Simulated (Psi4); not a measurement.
F₂Si, charge +1, doublet, geometry from GFN2-xTB (a state made from the parent by changing its charge; the spin is typed, not shown lowest). Base run: B3LYP/aug-cc-pVDZ run with Psi4.

Geometry (Å):
```xyz
3

F     -1.3155    -0.4046     0.0104
Si    -0.0174     0.4499     0.0374
F      1.3426    -0.2953    -0.0686
```
Charge +1, spin multiplicity 2.
Orbitals are unrestricted.
All else is at Psi4's defaults (density fitting).
Base energy -488.90287 Eh.

Each row names what was changed in the base input (with any setting that the change needs).

```tsv
change	ΔE vs base (µEh)	SCF cycles	grid points	basis functions
base	0.0	7	66467	73
soscf = true	0.0	6	66467	73
d_convergence = 1e-8	0.0	12	66467	73
scf_initial_accelerator = none	0.0	7	66467	73
guess = sadno	0.0	8	66467	73
e_convergence = 1e-8	0.0	8	66467	73
d_convergence = 1e-10	0.0	14	66467	73
dft_spherical_points = 110	-1183	7	24275	73
level_shift = 1.0	0.0	9	66467	73
scf_type = out_of_core	9.0	7	66467	73
dft_spherical_points = 434	29.7	7	95527	73
d_convergence = 1e-4	0.1	6	66467	73
scf_type = cd	-2.2	9	66467	73
```

Open shells are given as the SCF converged; they aren't shown to be the lowest states, and a large step between rows can be another state.
